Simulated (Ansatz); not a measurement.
**Redistribution: C2H3F3 + C2H3FI2 → C2H2F3I + C2H4FI**

Species: C2H3F3 (1,1,1-trifluoroethane) `CC(F)(F)F`, singlet; C2H3FI2 `FC(I)CI`, singlet; C2H2F3I (1,1,1-trifluoro-2-iodoethane) `FC(F)(F)CI`, singlet; C2H4FI (1-fluoro-2-iodoethane) `FCCI`, singlet. The partners trade H for I; both sit on C, so the bond types are kept.

Shapes, held fixed at every level: PBE0-D4/def2-TZVP. Flexible molecules stand in one conformer, not always the lowest. Programs: Ansatz 0.2.0. The zero-point and thermal change to 298 K, harmonic and unscaled (PBE0-D4/def2-TZVP), is +1.8 kJ/mol.

| level | kind | ΔH(298 K) (kJ/mol) | less CCSD(T)/def2-TZVPP | CPU time (sum over the molecules) |
| --- | --- | --- | --- | --- |
| HF/def2-TZVPP | Hartree–Fock | +12.1 | -7.5 | – |
| SPW92/def2-TZVPP | LDA | +32.7 | +13.1 | 15 s |
| PBE0-D4/def2-TZVPP | global hybrid | +24.9 | +5.3 | 36 s |
| r2SCAN0-D4/def2-TZVPP | global hybrid | +25.6 | +6.0 | 53 s |
| wB97M-V/def2-TZVPP | range-separated hybrid | +20.3 | +0.7 | 2 min |
| wB97X-V/def2-TZVPP | range-separated hybrid | +18.5 | -1.1 | 86 s |
| CCSD/def2-TZVPP | coupled cluster or CI | +16.9 | -2.7 | – |
| CCSD(T)/def2-TZVPP | coupled cluster or CI | +19.6 | 0.0 | 49 min |

The highest level, CCSD(T)/def2-TZVPP, gives ΔH(298 K) = +19.6 kJ/mol; the levels span +12.1 to +32.7. The column of differences is taken from that level and isn't an error. No measured value is set beside it here. For atoms past krypton def2 sets carry core potentials with scalar relativity. Outer-core shells of I are correlated in most correlated rows, in sets that cover them unevenly. Times are processor times on shared x86 and Arm servers, and rough.
